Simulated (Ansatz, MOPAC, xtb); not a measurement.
The molecule BeS-, multiplicity 2 (lowest of 2S+1 = 2, 4 at CCSD(T)/def2-TZVPP on PBE0 minima; our sources give no spin for the ground state, which may be another).

The constants come from a fifth-degree fit in 1/R (seven points, main isotopes). In def2 and cc sets the state is the lowest found near the PBE0 minimum, followed along R.

Programs: Ansatz (a program for electronic structure) with Gaussian orbitals; MOPAC for PM3, PM6, PM7 (differences of heats of formation); xtb for the GFN methods. Each number belongs to the level named beside it. The GFN methods have no spin term and hold the electronic entropy of 300 K.

```json
[
 {"level": "PM3", "r_e (Å)": "1.735", "ω_e (cm⁻¹)": "735", "ω_e x_e (cm⁻¹)": "9.4", "B_e (cm⁻¹)": "0.797"},
 {"level": "PM6", "r_e (Å)": "1.906", "ω_e (cm⁻¹)": "870", "ω_e x_e (cm⁻¹)": "3.7", "B_e (cm⁻¹)": "0.660"},
 {"level": "PM7", "r_e (Å)": "1.886", "ω_e (cm⁻¹)": "938", "ω_e x_e (cm⁻¹)": "4.4", "B_e (cm⁻¹)": "0.674"},
 {"level": "GFN1-xTB", "r_e (Å)": "1.825", "ω_e (cm⁻¹)": "924", "ω_e x_e (cm⁻¹)": "8.9", "B_e (cm⁻¹)": "0.720"},
 {"level": "GFN2-xTB", "r_e (Å)": "1.889", "ω_e (cm⁻¹)": "774", "ω_e x_e (cm⁻¹)": "7.4", "B_e (cm⁻¹)": "0.672"},
 {"level": "SVWN5/def2-TZVPP", "r_e (Å)": "1.810", "ω_e (cm⁻¹)": "886", "ω_e x_e (cm⁻¹)": "5.0", "B_e (cm⁻¹)": "0.732"},
 {"level": "PBE/def2-TZVPP", "r_e (Å)": "1.825", "ω_e (cm⁻¹)": "869", "ω_e x_e (cm⁻¹)": "4.9", "B_e (cm⁻¹)": "0.720"},
 {"level": "r2SCAN/def2-TZVPP", "r_e (Å)": "1.820", "ω_e (cm⁻¹)": "886", "ω_e x_e (cm⁻¹)": "4.9", "B_e (cm⁻¹)": "0.724"},
 {"level": "B97M-V/def2-TZVPP", "r_e (Å)": "1.812", "ω_e (cm⁻¹)": "894", "ω_e x_e (cm⁻¹)": "5.1", "B_e (cm⁻¹)": "0.730"},
 {"level": "B3LYP/def2-TZVPP", "r_e (Å)": "1.815", "ω_e (cm⁻¹)": "885", "ω_e x_e (cm⁻¹)": "5.1", "B_e (cm⁻¹)": "0.728"},
 {"level": "PBE0/def2-TZVPP", "r_e (Å)": "1.813", "ω_e (cm⁻¹)": "897", "ω_e x_e (cm⁻¹)": "4.8", "B_e (cm⁻¹)": "0.729"},
 {"level": "BHLYP/def2-TZVPP", "r_e (Å)": "1.805", "ω_e (cm⁻¹)": "913", "ω_e x_e (cm⁻¹)": "5.0", "B_e (cm⁻¹)": "0.736"},
 {"level": "CAM-B3LYP/def2-TZVPP", "r_e (Å)": "1.804", "ω_e (cm⁻¹)": "909", "ω_e x_e (cm⁻¹)": "4.9", "B_e (cm⁻¹)": "0.737"},
 {"level": "wB97X-V/def2-TZVPP", "r_e (Å)": "1.811", "ω_e (cm⁻¹)": "908", "ω_e x_e (cm⁻¹)": "4.8", "B_e (cm⁻¹)": "0.731"},
 {"level": "wB97M-V/def2-TZVPP", "r_e (Å)": "1.808", "ω_e (cm⁻¹)": "903", "ω_e x_e (cm⁻¹)": "4.9", "B_e (cm⁻¹)": "0.734"},
 {"level": "B2PLYP/def2-TZVPP", "r_e (Å)": "1.818", "ω_e (cm⁻¹)": "886", "ω_e x_e (cm⁻¹)": "4.9", "B_e (cm⁻¹)": "0.726"},
 {"level": "CCSD/aug-cc-pV(T+d)Z", "r_e (Å)": "1.817", "ω_e (cm⁻¹)": "898", "ω_e x_e (cm⁻¹)": "4.9", "B_e (cm⁻¹)": "0.726"},
 {"level": "CCSD/def2-TZVPP", "r_e (Å)": "1.821", "ω_e (cm⁻¹)": "893", "ω_e x_e (cm⁻¹)": "4.9", "B_e (cm⁻¹)": "0.723"},
 {"level": "CCSD/aug-cc-pV(Q+d)Z", "r_e (Å)": "1.811", "ω_e (cm⁻¹)": "904", "ω_e x_e (cm⁻¹)": "4.9", "B_e (cm⁻¹)": "0.731"},
 {"level": "CCSD/def2-QZVPP", "r_e (Å)": "1.808", "ω_e (cm⁻¹)": "910", "ω_e x_e (cm⁻¹)": "4.9", "B_e (cm⁻¹)": "0.734"},
 {"level": "CCSD(T)/aug-cc-pV(T+d)Z", "r_e (Å)": "1.824", "ω_e (cm⁻¹)": "882", "ω_e x_e (cm⁻¹)": "5.0", "B_e (cm⁻¹)": "0.721"},
 {"level": "CCSD(T)/def2-TZVPP", "r_e (Å)": "1.827", "ω_e (cm⁻¹)": "878", "ω_e x_e (cm⁻¹)": "4.9", "B_e (cm⁻¹)": "0.718"},
 {"level": "CCSD(T)/aug-cc-pV(Q+d)Z", "r_e (Å)": "1.817", "ω_e (cm⁻¹)": "889", "ω_e x_e (cm⁻¹)": "5.0", "B_e (cm⁻¹)": "0.726"},
 {"level": "CCSD(T)/def2-QZVPP", "r_e (Å)": "1.814", "ω_e (cm⁻¹)": "895", "ω_e x_e (cm⁻¹)": "5.0", "B_e (cm⁻¹)": "0.729"},
 {"level": "CCSD(T)/CBS(aug-cc-pV(T+d)Z, aug-cc-pV(Q+d)Z)", "r_e (Å)": "1.814", "ω_e (cm⁻¹)": "893", "ω_e x_e (cm⁻¹)": "5.0", "B_e (cm⁻¹)": "0.729"}
]
```

Correlated levels freeze the inner cores; with def2 sets outer-core shells near the valence are correlated too. CBS: X⁻³ extrapolation of the correlation energy, Hartree–Fock from the larger set. The state that PM3, PM6, PM7 reach isn't checked; PM7 holds dispersion and hydrogen-bond terms.
